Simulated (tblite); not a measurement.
Species: C7H12NP.
Geometry (GFN2-xTB, Å), atoms numbered from 1 in this order:
```
atom  x, y, z in Å
C1    -2.674   -1.485   -0.114
C2    -2.391   -0.478    0.692
C3    -1.655    0.747    0.277
P4     0.024    0.818    1.103
C5     0.656    2.320    0.222
C6     0.840   -0.489    0.046
C7     2.290   -0.719    0.481
C8     2.913   -1.708   -0.361
N9     3.381   -2.487   -1.054
H10   -2.398   -1.472   -1.156
H11   -3.199   -2.360    0.228
H12   -2.677   -0.515    1.736
H13   -1.531    0.783   -0.809
H14   -2.195    1.640    0.606
H15    0.132    3.194    0.605
H16    0.502    2.249   -0.854
H17    1.716    2.445    0.431
H18    0.268   -1.414    0.169
H19    0.801   -0.199   -1.008
H20    2.324   -1.062    1.519
H21    2.866    0.209    0.407
```

Method: GFN2-xTB as coded in tblite; computed harmonic values from a numerical Hessian at the method's own geometry, unscaled. Errors from tens to a few hundred cm⁻¹ against measured bands are possible. One conformer, not necessarily the lowest.

Harmonic wavenumbers (cm⁻¹): 40.2, 56.5, 65.8, 75.5, 109.5, 165.0, 173.1, 206.7, 263.4, 292.5, 313.3, 385.5, 414.9, 507.4, 589.6, 700.5, 737.3, 747.8, 750.9, 830.8, 860.7, 878.0, 894.4, 943.4, 955.1, 984.0, 1017.8, 1055.2, 1062.4, 1088.5, 1168.3, 1190.8, 1194.1, 1226.1, 1288.5, 1295.8, 1322.7, 1407.5, 1425.4, 1429.9, 1440.7, 1447.2, 1461.4, 1709.5, 2411.3, 2928.4, 2935.4, 2937.1, 2947.0, 2959.6, 2963.4, 2985.8, 3011.6, 3018.8, 3057.5, 3095.6, 3127.3.

A = 1759, B = 769.1, C = 579.1 MHz; mass 141.071 u (most abundant isotopes); point group C1, symmetry number 1.

Problem. What is the zero-point energy?

Solution. ½Σν̃ = 37276 cm⁻¹ = 106.58 kcal/mol.

Problem. Entropy at 298.15 K, 1 bar (ideal gas, RRHO, classical rotation)?

Solution. Translation 40.77, rotation 30.40, vibration 38.52: S = 109.7 cal/(mol K).

Problem. And Cp and H(298.15 K) − H(0)?

Solution. Cp = 43.36 cal/(mol K), of which vibrations give 35.42 (their classical limit is 57 R = 113.3); H(298.15 K) − H(0) = 8.08 kcal/mol without the zero-point energy, 5.71 from vibrations.

Problem. Which modes carry the vibrational entropy at 298.15 K?

Solution. 40.2 cm⁻¹: 5.25; 56.5 cm⁻¹: 4.58; 65.8 cm⁻¹: 4.28; 75.5 cm⁻¹: 4.00; 109.5 cm⁻¹: 3.28; 165.0 cm⁻¹: 2.49 cal/(mol K); the other 51 give 14.65 together.

Problem. Blend soft modes into free rotors: weight 1/[1 + (100 cm⁻¹/ν̃)⁴] for the oscillator and the rest for a rotor with moment μB/(μ + B), μ = h/(8π²ν), B = 10⁻⁴⁴ kg m². What vibrational entropy results?

Solution. 34.31 cal/(mol K) in place of 38.52, which changes −T·S at 298.15 K by +1.26 kcal/mol.

Hindered rotation and anharmonicity are outside this model. Other conformers, if any are populated, would add a mixing term that is left out. The structure is chiral; the term R ln 2 for an equal mix with its mirror image is left out.
